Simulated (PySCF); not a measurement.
Compound: AlBr2F.
Cartesian coordinates in Å at the PBE0-D3(BJ)/def2-SVP level; atoms count from 1:
```xyz
4
AlBr2F angstrom
F     -0.0590    1.7435   -0.0088
Al    -0.0219    0.0916   -0.0193
Br     1.9629   -0.9116   -0.0023
Br    -1.9493   -1.0207   -0.0496
```

Computed, not measured: PBE0-D3(BJ)/def2-SVP geometry optimisation, gas phase in PySCF.

Question: Which atoms are bound to Al2, and at what distances?

Answer: 3 atoms: F1 1.652 Å, Br3 2.224 Å, Br4 2.226 Å.

Question: List the angles at Al2.

Answer: 
```csv
angle,degrees,distance of the outer atoms (Å)
Br3–Al2–Br4,123.2,3.91
F1–Al2–Br4,118.7,3.35
F1–Al2–Br3,118.1,3.34
```

Question: What is the shape at Al2?

Answer: Planar: angles 123.2°, 118.7° and 118.1°, sum 360.0°, 0.00 Å off the plane of its three neighbours. Differences among atoms that C2v makes equivalent are scatter left by the optimiser.

Question: What are the rotational constants (commonest isotopes, rigid rotor)?

Answer: A = 3653, B = 836.1, C = 680.4 MHz: an asymmetric top.

Point group: C2v (tolerance 0.08 Å). Charge 0, singlet. No PBE0-D3(BJ)/def2-SVP frequencies stand behind this structure, so it isn't proved a minimum.

Time: 20 s wall; peak memory 0.40 GiB. Hardware: an Arm Neoverse V2 with one thread, shared host. That covers the optimisation of the geometry.
